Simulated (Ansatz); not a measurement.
One geometry of `Cl[CH2][SnH3]`, several functionals.

```yaml
crystal:
  periodic: [false, false, false]
  atoms:
    - {symbol: Cl, position_ang: [-2.283564, 0.187866, -0.466503]}
    - {symbol: C, position_ang: [-0.560930, 0.287240, -0.910511]}
    - {symbol: Sn, position_ang: [0.687041, -0.261906, 0.761952]}
    - {symbol: H, position_ang: [-0.360246, 1.309189, -1.227461]}
    - {symbol: H, position_ang: [-0.398458, -0.381489, -1.754026]}
    - {symbol: H, position_ang: [0.369080, 0.812110, 2.044736]}
    - {symbol: H, position_ang: [2.325894, -0.147825, 0.287639]}
    - {symbol: H, position_ang: [0.313283, -1.862284, 1.208376]}
basis:
  gaussian: {orbitals: def2-TZVPP}
hamiltonian: {xc: {name: wB97X-V}}
output: {orbitals: {seedname: orbitals}}
```

```sh
$ ansatz run in.yaml --threads 2 --pin off --events-out ev --progress --plain --max-ram 4352MiB
```

Shortened log:

```
Functional definition: wB97X-V
1217 factors; their error is unknown
269 factors; integrals over basis functions are off by at most 2.4e-5 eV
mean field evaluation 1: about -19468.7473 eV, gradient 2.4e1 eV
mean field evaluation 2: about -19469.3652 eV, gradient 1.8e1 eV
mean field evaluation 4: about -19470.0607 eV, gradient 8.7e-1 eV
mean field evaluation 8: about -19470.1265 eV, gradient 3.3e-1 eV
mean field evaluation 16: about -19470.1266 eV, gradient 5.3e-5 eV
mean field -19470.12660119 eV, -715.5139552679 hartree, gradient 5.3e-5 eV, S^2 0.000000; 0 other end points of the search recorded, 0 dependent functions left out
reference -19470.12659885 eV, -715.5139551818 hartree; 25, 25 occupied and 168, 168 virtual orbitals, 1217 factors
Total energy: -19470.12659885 eV, -715.5139551818 hartree
```

Hardware: 2 threads of an Arm Neoverse V2 on a shared host. Wall time 8.5 s, peak host memory 0.5 GiB.

Changing it to `hamiltonian: {xc: lda}` (abridged; 1.1 s):

```
Functional definition: SPW92
mean field evaluation 16: about -19411.9903 eV, gradient 1.8e-4 eV
mean field -19411.99033431 eV, -713.3774868664 hartree, gradient 7.5e-5 eV, S^2 0.000000
Total energy: -19411.99038109 eV, -713.3774885854 hartree
```

With the line `hamiltonian: {xc: {name: B2PLYP}}` (abridged; 5 s):

```
Functional definition: B2PLYP
mean field evaluation 16: about -19456.0352 eV, gradient 1.0e-5 eV
mean field -19456.03516759 eV, -714.9961046348 hartree, gradient 2.8e-6 eV, S^2 0.000000
10 core orbitals not correlated: weight in the atoms' cores, before any rotation towards them, 1.000 or more for the frozen orbitals, at most 0.000 for the correlated occupied ones
second order -23.18262357 eV of doubles, -0.00000000 eV of singles
Total energy: -19462.29465627 eV, -715.2261366009 hartree
```

The same input with `hamiltonian: {xc: {name: B97M-V}}` (abridged; 9 s):

```
Functional definition: B97M-V
mean field evaluation 16: about -19469.6475 eV, gradient 2.0e-4 eV
mean field -19469.64752472 eV, -715.4963495323 hartree, gradient 4.4e-5 eV, S^2 0.000000
Total energy: -19469.64759607 eV, -715.4963521544 hartree
```

Changing it to `hamiltonian: {xc: {name: CAM-B3LYP}, dispersion: d4}` (abridged; 3.3 s):

```
Functional definition: CAM-B3LYP
mean field evaluation 16: about -19471.9692 eV, gradient 3.1e-5 eV
mean field -19471.96920023 eV, -715.5816695336 hartree, gradient 3.1e-5 eV, S^2 0.000000
Total energy: -19472.10994052 eV, -715.5868416439 hartree
```

The same input with `hamiltonian: {xc: {name: B3LYP}, dispersion: d4}` and forces (abridged; 4.2 s):

```
Functional definition: B3LYP
mean field evaluation 16: about -19475.2938 eV, gradient 6.5e-5 eV
mean field -19475.29376588 eV, -715.7038450677 hartree, gradient 6.5e-5 eV, S^2 0.000000
Total energy: -19475.55851740 eV, -715.7135745066 hartree
Atom 0 force    -0.416035    -0.017197     0.085015 eV/Å
Atom 1 force     0.249719     0.096174    -0.326809 eV/Å
Atom 2 force     0.123182    -0.040901     0.122466 eV/Å
Atom 3 force    -0.000111    -0.081862     0.012486 eV/Å
Atom 4 force     0.003181     0.060328     0.056684 eV/Å
Atom 5 force    -0.010459     0.035931     0.046224 eV/Å
Atom 6 force     0.063001     0.002923    -0.013785 eV/Å
Atom 7 force    -0.012478    -0.055396     0.017718 eV/Å
Dipole moment:     0.322978     0.028831    -0.115947 e Å
```

B3LYP takes the VWN-RPA correlation (the form of Gaussian; ORCA's B3LYP/G).
